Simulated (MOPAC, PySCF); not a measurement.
[Zn(Br)2], neutral singlet in the gas phase. 

Cartesian coordinates (Å):
```xyz
3

Zn     0.0000     0.0000     0.0000
Br     2.2171     0.0449     0.2842
Br    -2.2171    -0.0449    -0.2842
```
Charge 0, multiplicity 1.

All levels are single points at this geometry (TPSS-D3(BJ)/def2-SVP); Pople sets use spherical d functions. Orbital energies aren't observables, and empty levels follow the basis.

M06-2X/6-31G* (LANL2DZ on Zn) in PySCF gives dipole (D) = 0.00.

Q: Estimate the dipole (D) from each of these levels: B3LYP-D3(BJ)/def2-TZVP in PySCF; TPSSh-D3(BJ)/def2-TZVP in PySCF; B3LYP/LANL2DZ in PySCF; HF/3-21G in PySCF; PM7 in MOPAC.

A: 
| level | dipole (D) |
|---|---|
| B3LYP-D3(BJ)/def2-TZVP in PySCF | 0.00 |
| TPSSh-D3(BJ)/def2-TZVP in PySCF | 0.00 |
| B3LYP/LANL2DZ in PySCF | 0.00 |
| HF/3-21G in PySCF | 0.00 |
| PM7 in MOPAC | 0.00 |
